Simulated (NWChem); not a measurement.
System: heptafluoropropane (C3HF7); SMILES C(F)(C(C(F)(F)F)F)(F)F

```xyz
11

F     -1.8176    -0.0531     0.0000
C     -0.5399    -0.5043     0.0000
C      0.1349    -0.0320     1.2887
F     -0.5489    -0.4926     2.3305
F      1.3762    -0.5032     1.3582
F      0.1763     1.2901     1.3693
C      0.1349    -0.0320    -1.2887
F      0.1763     1.2901    -1.3693
F     -0.5489    -0.4926    -2.3305
F      1.3762    -0.5032    -1.3582
H     -0.5249    -1.6069     0.0000
```
Atoms are numbered in this order, from 1.

Level: PBE0/def2-SVP (NWChem), optimised geometry, unscaled harmonic frequencies. 

### Question
List the harmonic frequencies with IR intensities, and the thermochemistry.

### Answer
```csv
frequency (cm⁻¹),IR intensity (km/mol)
20,0.0
88,0.2
156,1.5
220,4.0
241,2.0
296,0.3
330,0.6
351,0.1
465,2.8
530,11.0
549,4.2
564,1.7
623,0.5
705,53.0
763,17.1
889,27.3
939,35.7
1169,204.4
1193,72.8
1250,25.1
1274,245.1
1311,371.7
1321,45.4
1355,390.8
1420,23.8
1435,184.1
3117,3.9
```

The zero-point energy is 32.3 kcal/mol and the thermal correction to the enthalpy at 298.15 K (with zero-point energy) is 38.3 kcal/mol. The heat capacity Cv comes out as 29.9 cal/(mol K), the entropy at 298.15 K and 1 atm (symmetry number 1) comes out as 95.1 cal/(mol K) and the dipole moment comes out as 1.38 D.

Rigid rotor and harmonic oscillator; modes under 100 cm⁻¹ make the entropy uncertain.
